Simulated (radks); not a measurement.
The strontium ion Sr2+ inside a hard spherical wall (all orbitals vanish at R), configuration held at [Kr] and not refilled when levels cross. Calculated with a radial shooting solver on a logarithmic mesh with Libxc functionals: scalar-relativistic Kohn-Sham, LDA (Slater exchange, Perdew-Wang correlation), spin-polarised, spherical densities, point nucleus. Eigenvalues in eV for spin up, with the zero of energy where the potential of the charges vanishes at infinity; a dash marks a level that is unbound or too diffuse for the functional's potential to be trusted. A positive occupied level is held by the wall or, in an anion where self-interaction has pushed it up, behind a barrier. The pressure on the wall is -dE/dV.

R (bohr),E (hartree),kinetic (hartree),e(3p),e(3d),e(4s),e(4p),"e(5s, empty)","e(4d, empty)",pressure (GPa)
free,-3175.18264,3255.097,-269.91,-142.40,-54.860,-36.656,-13.555,-13.396,0
20,-3175.18264,3255.097,-269.91,-142.40,-54.860,-36.656,-13.555,-13.396,< 0.0001
15,-3175.18264,3255.097,-269.91,-142.40,-54.860,-36.656,-13.555,-13.396,< 0.0001
8,-3175.18264,3255.097,-269.91,-142.40,-54.860,-36.656,-13.508,-13.389,< 0.0001
7,-3175.18263,3255.097,-269.91,-142.40,-54.860,-36.656,-13.371,-13.364,0.000938
5,-3175.18055,3255.124,-269.83,-142.32,-54.798,-36.592,-11.145,-12.837,0.545
4,-3175.15058,3255.407,-269.11,-141.60,-54.269,-36.010,-4.913,-11.041,12.5
3.5,-3175.06228,3256.079,-267.64,-140.13,-53.191,-34.777,3.270,-8.439,60.2
3,-3174.74039,3258.091,-263.91,-136.43,-50.359,-31.436,20.327,-2.686,298
2,-3169.16706,3281.614,-236.05,-108.76,-21.184,2.955,148.66,43.790,9480
1.5,-3150.38410,3343.640,-192.19,-64.246,55.841,88.311,402.51,140.16,78200
